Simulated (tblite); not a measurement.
Compound: C6H10FO2P.
Geometry (GFN2-xTB, Å), atoms numbered from 1 in this order:
```
atom  x, y, z in Å
C1     3.3194    0.8380    0.4980
C2     1.8813    0.8566    0.1553
C3     0.8514    1.7166    0.1972
F4     0.6494    2.9755    0.5926
P5     0.3300    0.1842   -0.5677
O6     0.1930   -0.0692   -2.0073
C7    -0.2771   -1.1614    0.5407
C8    -1.6965   -1.5319    0.1539
C9    -2.5531   -0.2679    0.2356
O10   -1.9331    0.7753   -0.4778
H11    3.5105    0.0887    1.2666
H12    3.6401    1.8137    0.8603
H13    3.9039    0.5685   -0.3811
H14   -0.2047   -0.8371    1.5775
H15    0.4072   -1.9962    0.3718
H16   -1.6982   -1.9021   -0.8746
H17   -2.0990   -2.3062    0.8076
H18   -2.6146    0.0760    1.2725
H19   -3.5665   -0.4509   -0.1378
H20   -2.0484    0.6404   -1.4279
```

Computed values, GFN2-xTB/tblite, gas phase, harmonic and unscaled. Against measured fundamentals such values can be off by several per cent, at times by over 20. One conformer, not necessarily the lowest.

Harmonic wavenumbers (cm⁻¹): 71.2, 90.9, 100.7, 109.6, 154.6, 187.4, 219.4, 227.2, 257.0, 298.2, 329.6, 342.1, 398.5, 461.0, 495.5, 539.6, 605.5, 671.9, 720.0, 793.3, 892.5, 931.5, 944.2, 979.3, 1010.4, 1040.0, 1072.9, 1080.1, 1104.8, 1154.7, 1203.1, 1205.9, 1244.2, 1267.3, 1289.7, 1324.1, 1333.8, 1381.9, 1411.3, 1456.5, 1462.8, 1465.9, 1473.2, 1734.9, 2934.0, 2953.9, 2965.4, 2977.5, 2995.4, 2996.2, 2997.8, 3012.9, 3014.4, 3488.6.

A = 1798, B = 822.8, C = 713.4 MHz; mass 164.040 u (most abundant isotopes); point group C1, symmetry number 1.

Zero-point energy?

½Σν̃ = 33437 cm⁻¹ = 400.00 kJ/mol.

Give the ideal-gas entropy at 200 K and 1 bar in the rigid-rotor, harmonic-oscillator model (classical rotation).

Translation 164.16, rotation 120.96, vibration 92.80: S = 377.9 J/(mol K).

And Cp and H(200 K) − H(0)?

Cp = 139.40 J/(mol K), of which vibrations give 106.15 (their classical limit is 54 R = 449.0); H(200 K) − H(0) = 17.34 kJ/mol without the zero-point energy, 10.69 from vibrations.

What must be added to the electronic energy to get the Gibbs energy at 200 K and 1 bar?

ZPE + [H(200 K) − H(0)] − T·S = 400.00 + 17.34 − 75.58 = 341.76 kJ/mol.

How do the functions run with temperature in this model?

```json
{"T (K)": "150", "S (J/(mol K))": "341.2", "Cp (J/(mol K))": "116.5", "H − H(0) (kJ/mol)": "10.94", "G − H(0) (kJ/mol)": "-40.24", "ln q(vib)": "3.13"}
{"T (K)": "250", "S (J/(mol K))": "411.4", "Cp (J/(mol K))": "161.6", "H − H(0) (kJ/mol)": "24.87", "G − H(0) (kJ/mol)": "-77.98", "ln q(vib)": "6.33"}
{"T (K)": "298.15", "S (J/(mol K))": "441.7", "Cp (J/(mol K))": "183.0", "H − H(0) (kJ/mol)": "33.17", "G − H(0) (kJ/mol)": "-98.53", "ln q(vib)": "7.86"}
{"T (K)": "400", "S (J/(mol K))": "501.6", "Cp (J/(mol K))": "226.2", "H − H(0) (kJ/mol)": "54.04", "G − H(0) (kJ/mol)": "-146.61", "ln q(vib)": "11.02"}
{"T (K)": "600", "S (J/(mol K))": "606.8", "Cp (J/(mol K))": "292.7", "H − H(0) (kJ/mol)": "106.36", "G − H(0) (kJ/mol)": "-257.71", "ln q(vib)": "16.97"}
{"T (K)": "900", "S (J/(mol K))": "738.4", "Cp (J/(mol K))": "355.2", "H − H(0) (kJ/mol)": "204.37", "G − H(0) (kJ/mol)": "-460.18", "ln q(vib)": "25.19"}
```

q(vib) and H(0) count from the zero-point level.

Hindered rotation and anharmonicity are outside this model. Other conformers, if any are populated, would add a mixing term that is left out. The structure is chiral; the term R ln 2 for an equal mix with its mirror image is left out.

The run took 0.92 s on one thread of an Arm Neoverse V1 (shared host). The figure is for the frequency step alone.
